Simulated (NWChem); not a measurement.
System: CH₆GeSi, singlet; SMILES [Ge]([CH3])[SiH3]

NWChem printed, in part:

```
             Northwest Computational Chemistry Package (NWChem) 7.3.0
             --------------------------------------------------------

 C1  symmetry detected

                             Geometry "geometry" -> ""
                             -------------------------

 Output coordinates in angstroms (scale by  1.889725989 to convert to a.u.)

  No.       Tag          Charge          X              Y              Z
 ---- ---------------- ---------- -------------- -------------- --------------
    1 Ge                  32.0000    -0.49621521     0.64372231    -0.00194030
    2 C                    6.0000     1.44392791     1.19419933     0.00658485
    3 H                    1.0000     1.78172967     1.09142393    -1.05179323
    4 H                    1.0000     2.11192638     0.54641768     0.61106382
    5 H                    1.0000     1.57165072     2.25370788     0.30325119
    6 Si                  14.0000     0.07719877    -1.76786802    -0.00629668
    7 H                    1.0000     0.31215814    -2.08217430     1.45968640
    8 H                    1.0000     1.35943730    -2.11586072    -0.72897561
    9 H                    1.0000    -1.00236563    -2.70767214    -0.48249848

 Effective nuclear repulsion energy (a.u.)     228.8809037534

                                 NWChem DFT Module
                                 -----------------

 Summary of "ao basis" -> "ao basis" (spherical)
 ------------------------------------------------------------------------------
       Tag                 Description            Shells   Functions and Types
 ---------------- ------------------------------  ------  ---------------------
 Ge                         def2-svp                12       32   5s4p3d
 C                          def2-svp                 6       14   3s2p1d
 H                          def2-svp                 3        5   2s1p
 Si                         def2-svp                 8       18   4s3p1d

            General Information
            -------------------
          SCF calculation type: DFT
          Wavefunction type:  closed shell.
          No. of atoms     :     9
          No. of electrons :    58
           Alpha electrons :    29
            Beta electrons :    29
          Charge           :     0
          Spin multiplicity:     1
          Use of symmetry is: off; symmetry adaption is: off
          Maximum number of iterations: 150
          AO basis - number of functions:    94
                     number of shells:    44
          Convergence on energy requested:  1.00D-06
          Convergence on density requested:  1.00D-05
          Convergence on gradient requested:  5.00D-04

              XC Information
              --------------
                         B3LYP Method XC Potential
                     Hartree-Fock (Exact) Exchange  0.200
                        Slater Exchange Functional  0.800 local
                    Becke 1988 Exchange Functional  0.720 non-local
              Lee-Yang-Parr Correlation Functional  0.810
                  VWN I RPA Correlation Functional  0.190 local

             Grid Information
             ----------------
          Grid used for XC integration:  fine
          Radial quadrature: Mura-Knowles
          Angular quadrature: Lebedev.
          Tag              B.-S. Rad. Rad. Pts. Rad. Cut. Ang. Pts.
          ---              ---------- --------- --------- ---------
          Ge                  1.25      140          10.0       974
          C                   0.70       70          12.0       590
          H                   0.35       60          13.0       590
          Si                  1.10      123          11.0       770
          Grid pruning is: on
          Number of quadrature shells:   693
          Spatial weights used:  Erf1

      Superposition of Atomic Density Guess
      -------------------------------------

 Sum of atomic energies:       -2404.40251928

      Non-variational initial energy
      ------------------------------

 Total energy =   -2405.343279
 1-e energy   =   -3804.712062
 2-e energy   =    1170.487879
 HOMO         =      -0.201863
 LUMO         =      -0.075856

     ---------------------------------------------
      Total Density - Mulliken Population Analysis
     ---------------------------------------------

    Atom       Charge   Shell Charges
 -----------   ------   -------------------------------------------------------
    1 Ge  32    31.52   2.00  2.00  2.00  1.32  0.57  6.00  5.98  0.79  0.80  8.14  1.80  0.12
    2 C    6     6.67   1.99  0.97  0.32  2.08  1.29  0.01
    3 H    1     0.86   0.64  0.19  0.03
    4 H    1     0.87   0.65  0.19  0.03
    5 H    1     0.88   0.66  0.19  0.03
    6 Si  14    13.99   2.00  1.99  1.05  0.33  5.94  1.16  1.43  0.09
    7 H    1     1.06   0.68  0.37  0.01
    8 H    1     1.07   0.69  0.37  0.01
    9 H    1     1.07   0.69  0.37  0.01

   convergence    iter        energy       DeltaE   RMS-Dens  Diis-err
 ---------------- ----- ----------------- --------- --------- ---------
 d= 0,ls=0.0,diis     1  -2407.8228416016 -2.64D+03  8.82D-03  2.52D-01
 d= 0,ls=0.0,diis     2  -2407.8459213739 -2.31D-02  3.81D-03  7.68D-02
 d= 0,ls=0.0,diis     3  -2407.8528957939 -6.97D-03  1.49D-03  2.74D-02
 d= 0,ls=0.0,diis     4  -2407.8569024696 -4.01D-03  2.86D-04  1.60D-03
 d= 0,ls=0.0,diis     5  -2407.8570753103 -1.73D-04  3.11D-05  1.12D-05
  Resetting Diis
 d= 0,ls=0.0,diis     6  -2407.8570767541 -1.44D-06  8.86D-06  2.94D-07
 d= 0,ls=0.0,diis     7  -2407.8570767987 -4.45D-08  3.63D-06  3.65D-08

         Total DFT energy =    -2407.857076798684
      One electron energy =    -3806.478491867852
           Coulomb energy =     1277.338405009522
    Exchange-Corr. energy =     -107.597893693785
 Nuclear repulsion energy =      228.880903753431

 Numeric. integr. density =       58.000001578875

                       DFT Final Molecular Orbital Analysis
                       ------------------------------------

 Vector   27  Occ=2.000000D+00  E=-3.392593D-01
              MO Center= -2.3D-01, -2.1D+00,  6.6D-02, r^2= 2.5D+00
   Bfn.  Coefficient  Atom+Function         Bfn.  Coefficient  Atom+Function
  ----- ------------  ---------------      ----- ------------  ---------------
    90      0.351324  9 H  s                 80     -0.254650  7 H  s
    69     -0.225422  6 Si px                91      0.190372  9 H  s
    72     -0.175654  6 Si px                71     -0.167281  6 Si pz
    81     -0.141832  7 H  s                 74     -0.131633  6 Si pz
    66      0.129321  6 Si px                85     -0.128064  8 H  s

 Vector   28  Occ=2.000000D+00  E=-2.791354D-01
              MO Center=  2.4D-01,  2.4D-01, -2.0D-02, r^2= 3.8D+00
   Bfn.  Coefficient  Atom+Function         Bfn.  Coefficient  Atom+Function
  ----- ------------  ---------------      ----- ------------  ---------------
    36      0.338497  2 C  px                12     -0.238055  1 Ge px
    39      0.221783  2 C  px                13     -0.213429  1 Ge py
    70      0.177375  6 Si py                35     -0.174840  2 C  s
     4      0.159541  1 Ge s                 15     -0.152771  1 Ge px
    73      0.152849  6 Si py                37      0.145269  2 C  py

 Vector   29  Occ=2.000000D+00  E=-2.222977D-01
              MO Center= -3.6D-01,  2.2D-01,  7.4D-04, r^2= 3.9D+00
   Bfn.  Coefficient  Atom+Function         Bfn.  Coefficient  Atom+Function
  ----- ------------  ---------------      ----- ------------  ---------------
     4      0.324077  1 Ge s                  5      0.299838  1 Ge s
    13      0.260527  1 Ge py                12     -0.246833  1 Ge px
    73     -0.243908  6 Si py                15     -0.225756  1 Ge px
    16      0.226810  1 Ge py                70     -0.225055  6 Si py
     3     -0.188656  1 Ge s                 64     -0.170404  6 Si s

 Vector   30  Occ=0.000000D+00  E=-1.126231D-01
              MO Center= -4.2D-01,  4.8D-01, -7.9D-03, r^2= 3.2D+00
   Bfn.  Coefficient  Atom+Function         Bfn.  Coefficient  Atom+Function
  ----- ------------  ---------------      ----- ------------  ---------------
    17      0.658725  1 Ge pz                14      0.448503  1 Ge pz
    11     -0.253015  1 Ge pz                81     -0.145396  7 H  s
    48      0.118162  3 H  s                 86      0.118164  8 H  s
    47      0.104949  3 H  s                 80     -0.097966  7 H  s
    53     -0.087117  4 H  s                  8      0.081954  1 Ge pz

[...]

                         DFT ENERGY GRADIENTS

    atom               coordinates                        gradient
                 x          y          z           x          y          z
   1 Ge     -0.937711   1.216459  -0.003667   -0.000307  -0.000427   0.000187
   2 C       2.728628   2.256710   0.012444   -0.004342  -0.001625   0.000996
   3 H       3.366981   2.062492  -1.987601    0.001186  -0.000816  -0.004154
   4 H       3.990962   1.032580   1.154743    0.002802  -0.003193   0.002159
   5 H       2.969989   4.258890   0.573062    0.000172   0.004489   0.001104
   6 Si      0.145885  -3.340786  -0.011899   -0.001024   0.006002  -0.001510
   7 H       0.589893  -3.934739   2.758407    0.000664  -0.000687   0.003928
   8 H       2.568964  -3.998397  -1.377564    0.003781  -0.001068  -0.001668
   9 H      -1.894196  -5.116758  -0.911790   -0.002932  -0.002673  -0.001042
```

Level: B3LYP/def2-SVP. Low-valent species are run as closed-shell singlets; no triplet was tried in these runs. All runs use the structure optimised with PBE-D3(BJ)/def2-SVP.

Task: Write an input that gives this output.

Result: One answer among several that fit: the input that was run:
```
start job
memory heap 200 mb stack 900 mb global 1100 mb
geometry units angstroms noautoz
  Ge    -0.514177     0.650383     0.037036
  C      1.414679     1.235942    -0.025319
  H      1.715556     1.138124    -1.095245
  H      2.115879     0.601049     0.554739
  H      1.533858     2.297922     0.266018
  Si     0.102381    -1.750422     0.012910
  H      0.396194    -2.058781     1.469512
  H      1.363580    -2.075925    -0.755806
  H     -0.976558    -2.710169    -0.423250
end
basis spherical
  * library def2-svp
end
dft
  xc b3lyp
  grid fine
  iterations 150
  mulliken
end
task dft gradient
```
